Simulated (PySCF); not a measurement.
Compound: C9H19B.
SMILES with atom numbers: `[CH3:1][C:2]([CH3:3])([CH3:4])[C@@H:5]1[BH:6][CH2:7][CH2:8][CH2:9][CH2:10]1`

Cartesian coordinates in Å at the PBE0-D3(BJ)/def2-SVP level; atoms count from 1:
```xyz
29
C9H19B angstrom
C     -2.072   -1.060   -0.094
C     -1.370    0.298   -0.016
C     -1.355    0.772    1.442
C     -2.174    1.295   -0.857
C      0.091    0.169   -0.539
B      1.029   -0.784    0.290
C      2.584   -0.611    0.254
C      3.083    0.765   -0.182
C      2.232    1.339   -1.307
C      0.768    1.498   -0.908
H     -3.109   -0.981    0.268
H     -2.108   -1.425   -1.134
H     -1.562   -1.821    0.511
H     -0.841    0.042    2.089
H     -0.842    1.741    1.547
H     -2.379    0.897    1.829
H     -1.789    2.321   -0.766
H     -2.159    1.021   -1.924
H     -3.226    1.309   -0.530
H      0.030   -0.424   -1.484
H      0.573   -1.747    0.871
H      3.057   -0.959    1.187
H      2.885   -1.379   -0.493
H      4.143    0.728   -0.484
H      3.041    1.456    0.679
H      2.634    2.315   -1.625
H      2.300    0.679   -2.192
H      0.712    2.192   -0.049
H      0.224    1.994   -1.728
```

NICS is the negative of the GIAO shielding at a point without a nucleus: at the ring centre (0) and 1 Å above and below it (1); zz is the component along the ring normal. Level: GIAO B97-2/pcSseg-1 (PySCF, non-relativistic, gas phase) on the PBE0-D3(BJ)/def2-SVP geometry, one conformer.

Ring bond lengths (Å): C5–B6 1.574, B6–C7 1.565, C7–C8 1.527, C8–C9 1.523, C9–C10 1.526, C10–C5 1.537.

Q: Give the NICS values of each ring in ppm.

A: 
| ring | type | NICS(0) | NICS(1), two faces | NICS(1)zz, two faces | rms pucker (Å) | centre to ring atoms, mean (Å) |
| --- | --- | --- | --- | --- | --- | --- |
| C5–B6–C7–C8–C9–C10 | 6-membered ring with B; formal bonds all single | 1.4 | -0.7 / -1.9 | 3.9 / 3.0 | 0.20 | 1.51 |

Q: What do they say, and how far can they be read as aromaticity?

A: 
- C5–B6–C7–C8–C9–C10: mean NICS(1)zz 3.4 ppm, deshielded. C5, C7, C8, C9, C10 have four or more neighbours; no verdict on aromaticity is drawn.

Q: How do the values depend on the level or the medium?

A: 
| level | NICS(0), C5–B6–C7–C8–C9–C10 | mean NICS(1)zz, C5–B6–C7–C8–C9–C10 |
| --- | --- | --- |
| B97-2/pcSseg-1, gas | 1.4 | 3.4 |
| PBE0/pcSseg-1, gas | 1.5 | 3.4 |

The geometry is the same throughout.

Time: 75 s of wall time; peak memory 1.2 GiB. Hardware: one thread, Arm Neoverse V1 (aarch64), no GPU, shared host. This is the whole shielding run at B97-2/pcSseg-1, SCF included.
